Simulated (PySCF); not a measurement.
Isomers of C6H13NSi2, from PBE0-D3(BJ)/def2-SVP geometry optimisation, gas phase (PySCF). One conformer each, no zero-point energy, no frequencies.

Problem. Which isomer lies lower at this level?
A. `[SiH3:1][C:2]#[C:3][SiH2:4][N:5]1[CH2:6][CH2:7][CH2:8][CH2:9]1` with C3–Si4–N5–C6 -77°, Si4–N5–C6–C7 -161°, N5–C6–C7–C8 -25°, C6–C7–C8–C9 2°, C7–C8–C9–N5 22°: A = 2501, B = 422.5, C = 402.0 MHz, dipole 1.40 D
B. `[SiH3:1][N:2]([SiH3:3])[C@@H:4]1[CH:5]=[CH:6][C@H:7]2[CH2:8][C@@H:9]12` with Si1–N2–C4–C5 40°: A = 1908, B = 883.2, C = 716.7 MHz, dipole 1.38 D

Solution. B. That is `C1[C@@H](N([SiH3])[SiH3])[C@@H]2C[C@@H]2C=1`, 13.5 kcal/mol below the other.

| SMILES | mapped SMILES | E (Eh) | relative (kcal/mol) | relative (kJ/mol) | dipole (D) |
| --- | --- | --- | --- | --- | --- |
| [SiH3]N([SiH3])[C@@H]1C=C[C@H]2C[C@@H]12 | [SiH3:1][N:2]([SiH3:3])[C@@H:4]1[CH:5]=[CH:6][C@H:7]2[CH2:8][C@@H:9]12 | -869.21137 | 0.0 | 0.0 | 1.38 |
| [SiH3]C#C[SiH2]N1CCCC1 | [SiH3:1][C:2]#[C:3][SiH2:4][N:5]1[CH2:6][CH2:7][CH2:8][CH2:9]1 | -869.18983 | 13.5 | 56.6 | 1.40 |

As drawn, the lower has a three-membered ring and a C=C bond outside aromatic rings, which the higher lacks; the higher has a C≡C bond and an Si–C bond, which the lower lacks.
